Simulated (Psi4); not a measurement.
osmium atom (Os), quintet (core potentials on Os); BHHLYP/def2-TZVP in Psi4 1.11.

The Psi4 input:
```
memory 2 GB

molecule {
0 5
  Os    0.00000000    0.00000000    0.00000000
}

set basis def2-tzvp
set reference uks

energy('bhhlyp')
print_variables()
```

### Question
Predict the main parts of the log of this Psi4 run.

### Answer

```
   => Loading Basis Set <=

    Name: DEF2-TZVP
    Role: ORBITAL
    Keyword: BASIS

    !!!  WARNING: ECP capability is in beta. Please check occupations closely.  !!!

         ---------------------------------------------------------
                                   SCF
               by Justin Turney, Rob Parrish, Andy Simmonett
                          and Daniel G. A. Smith
                              UKS Reference
         ---------------------------------------------------------

  ==> Geometry <==

    Molecular point group: d2h
    Geometry (in Angstrom), charge = 0, multiplicity = 5:

       Center              X                  Y                   Z               Mass
    ------------   -----------------  -----------------  -----------------  -----------------
         OS           0.000000000000     0.000000000000     0.000000000000   191.961477000000

  Running in d2h symmetry.

  Rotational constants: A = ************  B = ************  C = ************ [cm^-1]
  Rotational constants: A = ************  B = ************  C = ************ [MHz]
  Nuclear repulsion =    0.000000000000000

  Charge       = 0
  Multiplicity = 5
  Electrons    = 16
  Nalpha       = 10
  Nbeta        = 6

  ==> Algorithm <==

  SCF Algorithm Type is DF.
  DIIS enabled.
  MOM disabled.
  Fractional occupation disabled.
  Guess Type is CORE.
  Energy threshold   = 1.00e-06
  Density threshold  = 1.00e-06
  Integral threshold = 1.00e-12

  ==> Primary Basis <==

  Basis Set: DEF2-TZVP
    Blend: DEF2-TZVP
    Number of shells: 14
    Number of basis functions: 40
    Number of Cartesian functions: 46
    Spherical Harmonics?: true
    Max angular momentum: 3

  Core potential: DEF2-TZVP
    Number of shells: 4
    Number of ECP primitives: 10
    Number of ECP core electrons: 60
    Max angular momentum: 3

  ==> DFT Potential <==

   => LibXC <=

    Version 7.1.2
    S. Lehtola, C. Steigemann, M. J. T. Oliveira, and M. A. L. Marques,  SoftwareX 7, 1–5 (2018) (10.1016/j.softx.2017.11.002)

   => Composite Functional: BHANDHLYP <=

    BHandHLYP Hyb-GGA Exchange-Correlation Functional

    A. D. Becke,  J. Chem. Phys. 98, 1372 (1993) (10.1063/1.464304)
    Defined through Gaussian implementation.

    Deriv               =              1
    GGA                 =           TRUE
    Meta                =          FALSE

    Exchange Hybrid     =           TRUE
    MP2 Hybrid          =          FALSE

   => Exchange Functionals <=

    0.5000         Becke 88

[...]
   @S   Observed:                2.000000000E+00

    Orbital Energies [Eh]
    ---------------------

    Alpha Occupied:

[...]
       4Ag    -0.250374

    Alpha Virtual:

[...]
    Beta Occupied:

[...]
    Beta Virtual:

[...]
      12Ag   435.017822

    Final Occupation by Irrep:
             Ag   B1g   B2g   B3g    Au   B1u   B2u   B3u
    DOCC [     2,    1,    0,    0,    0,    1,    1,    1 ]
    SOCC [     2,    0,    1,    1,    0,    0,    0,    0 ]
    NA   [     4,    1,    1,    1,    0,    1,    1,    1 ]
    NB   [     2,    1,    0,    0,    0,    1,    1,    1 ]

  @DF-UKS Final Energy:   -90.38259208128700

   => Energetics <=

    Nuclear Repulsion Energy =              0.0000000000000000
    One-Electron Energy =                -156.0877035073388583
    Two-Electron Energy =                  70.7081740033586783
    DFT Exchange-Correlation Energy =      -5.0030625773068236
    Empirical Dispersion Energy =           0.0000000000000000
    VV10 Nonlocal Energy =                  0.0000000000000000
    Total Energy =                        -90.3825920812870010

  UHF NO Occupations:
  HONO-2 :    1B2g 1.0000000
  HONO-1 :    3 Ag 1.0000000
  HONO-0 :    4 Ag 1.0000000
  LUNO+0 :    2B1g 0.0007451
  LUNO+1 :    5 Ag 0.0007450
  LUNO+2 :    2B1u 0.0001139
  LUNO+3 :    2B3u 0.0000929

Computation Completed

Properties will be evaluated at   0.000000,   0.000000,   0.000000 [a0]

Properties computed using the SCF density matrix

 Multipole Moments:

 ------------------------------------------------------------------------------------
     Multipole            Electronic (a.u.)      Nuclear  (a.u.)        Total (a.u.)
 ------------------------------------------------------------------------------------

 L = 1.  Multiply by 2.5417464519 to convert [e a0] to [Debye]
 Dipole X            :          0.0000000            0.0000000            0.0000000
 Dipole Y            :          0.0000000            0.0000000            0.0000000
 Dipole Z            :          0.0000000            0.0000000            0.0000000
 Magnitude           :                                                    0.0000000

 ------------------------------------------------------------------------------------

  Variable Map:
  ----------------------------------------------------------------------------
[...]
  Array Variable Map:
  ----------------------------------------------------------------------------
[...]
[...]
```
